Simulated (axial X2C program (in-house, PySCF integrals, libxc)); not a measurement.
Correcting the dissociation energy of GaBr⁺ for spin–orbit coupling

A spin-free CCSD(T) curve (one-electron X2C) was computed with an in-house relativistic program for diatomic molecules, basis Br dyall-cv3z [8s9p6d4f1g], Ga dyall-cv3z [9s9p7d4f1g] (cores contracted in-house), for the state M_S = 1/2, Λ = 0 (beyond evenly filled blocks: σα). It gives D0 = 0.626 eV to Br + Ga+, which in a spin-free picture are the weighted means of the ground terms.

Correlated methods: 9 electrons correlated (number of frozen shells: Br 3 s, 2 p, 1 d; Ga 3 s, 2 p, 1 d), 275 virtual spin orbitals or spinors in MP2, 89 natural virtuals in coupled cluster.

Measured levels of the ground terms (NIST Handbook of Basic Atomic Spectroscopic Data), in cm⁻¹: Br 2P: J = 3/2 at 0, J = 1/2 at 3685.2; Ga+ 1S: J = 0 at 0.

The molecular state has Λ = 0, so it has no first-order lowering.

Q: How far does each ground level lie under the (2J+1)-weighted mean of its term?

A: Br: (4 × 0 + 2 × 3685.2)/6 = 1228 cm⁻¹; Ga+: a single level, 0.

Q: Correct D0.

A: D0 = 0.626 + (0 − 1228)/8065.5 = 0.474 eV at CCSD(T) with these spin–orbit terms.

Second-order spin–orbit effects in the molecule, which grow quickly with Z, are left out. The state is one determinant whose occupation by symmetry is held fixed; it was picked as the lowest of a PBE0 search that is not exhaustive. Dissociation energies refer to the lowest single-determinant-based atoms at the same level and basis. CCSD and (T) use frozen natural virtuals with an MP2 correction for the truncation; (T) itself is uncorrected, so its De runs slightly low. With the outer-core shells frozen, correlated bond lengths of heavy atoms tend to come out a few hundredths of an ångström too long.
